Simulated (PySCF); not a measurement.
Species: 1,2-dimethoxybenzene, C8H10O2.
SMILES with atom numbers: `[CH3:1][O:2][c:3]1[cH:4][cH:5][cH:6][cH:7][c:8]1[O:9][CH3:10]` (hydrogens: H11, H12, H13 on C1; H14 on C4; H15 on C5; H16 on C6; H17 on C7; H18, H19, H20 on C10)

The same species was optimised twice, with GFN2-xTB and with PBE0-D3(BJ)/def2-SVP (PySCF), and the same property calculations (PySCF, gas phase) were run on both structures.

```
      coordinate  GFN2-xTB  PBE0-D3(BJ)/def2-SVP  change
       O2–C3 (Å)     1.363                 1.347  -0.016
       C8–O9 (Å)     1.363                 1.347  -0.016
       C6–C7 (Å)     1.389                 1.401  +0.012
       C4–C5 (Å)     1.389                 1.401  +0.012
       C5–C6 (Å)     1.377                 1.385  +0.008
       C3–C4 (Å)     1.384                 1.392  +0.008
       C7–C8 (Å)     1.384                 1.392  +0.008
      O9–C10 (Å)     1.405                 1.397  -0.008
       C1–O2 (Å)     1.404                 1.396  -0.008
       C3–C8 (Å)     1.413                 1.419  +0.006
    O2–C3–C4 (°)     125.2                 124.9    -0.3
    O2–C3–C8 (°)     115.4                 115.6    +0.2
    C1–O2–C3 (°)     118.3                 118.5    +0.2
   C8–O9–C10 (°)     118.3                 118.5    +0.2
    C3–C8–O9 (°)     115.4                 115.6    +0.2
    C7–C8–O9 (°)     125.2                 125.0    -0.2
    C4–C5–C6 (°)     120.1                 120.0    -0.1
    C6–C7–C8 (°)     120.5                 120.6    +0.1
 C1–O2–C3–C4 (°)         0                     0       0
C7–C8–O9–C10 (°)         0                     0       0
```

Rotational constants: A = 1663, B = 1358, C = 754.8 MHz (GFN2-xTB) against A = 1664, B = 1357, C = 754.8 MHz (PBE0-D3(BJ)/def2-SVP). Point groups within 0.08 Å: C2v and C2v.

On the GFN2-xTB structure: HOMO (eV) -5.94 [PBE0/pcSseg-1]; LUMO (eV) 0.21 [PBE0/pcSseg-1]; dipole (D) 0.17 [PBE0/pcSseg-1]; GIAO shielding of C1/C10 (mean) (ppm) 131.4 [PBE0/pcSseg-1]; GIAO shielding of O2/O9 (mean) (ppm) 241.9 [PBE0/pcSseg-1]; GIAO shielding of C3/C8 (mean) (ppm) 30.0 [PBE0/pcSseg-1]; GIAO shielding of C4/C7 (mean) (ppm) 74.0 [PBE0/pcSseg-1]; GIAO shielding of C5/C6 (mean) (ppm) 62.1 [PBE0/pcSseg-1].

Task: What do these properties become on the PBE0-D3(BJ)/def2-SVP structure?

Result: 
```
                                    property          level  on GFN2-xTB  on PBE0-D3(BJ)/def2-SVP  change
                                   HOMO (eV)  PBE0/pcSseg-1        -5.94                    -5.90   +0.04
                                   LUMO (eV)  PBE0/pcSseg-1         0.21                     0.19   -0.02
                                  dipole (D)  PBE0/pcSseg-1         0.17                     0.02   -0.15
energy, GFN2-xTB geometry as zero (kcal/mol)  PBE0/pcSseg-1          0.0                     -0.1    -0.1
       GIAO shielding of C1/C10 (mean) (ppm)  PBE0/pcSseg-1        131.4                    130.9    -0.5
        GIAO shielding of O2/O9 (mean) (ppm)  PBE0/pcSseg-1        241.9                    243.7    +1.8
        GIAO shielding of C3/C8 (mean) (ppm)  PBE0/pcSseg-1         30.0                     30.4    +0.4
        GIAO shielding of C4/C7 (mean) (ppm)  PBE0/pcSseg-1         74.0                     72.2    -1.8
        GIAO shielding of C5/C6 (mean) (ppm)  PBE0/pcSseg-1         62.1                     59.9    -2.2
```

The heavy atoms differ by 0.009 Å rms after alignment. Among bonds between heavy atoms O2–C3 and C8–O9 change most and about equally (-0.016 Å). Changes are differences of the printed values. Neither structure is proved a minimum here.

Conformer computed: `[CH3:1][O:2][c:3]1[cH:4][cH:5][cH:6][cH:7][c:8]1[O:9][CH3:10]`: C1–O2–C3–C4 0°, C7–C8–O9–C10 0°.
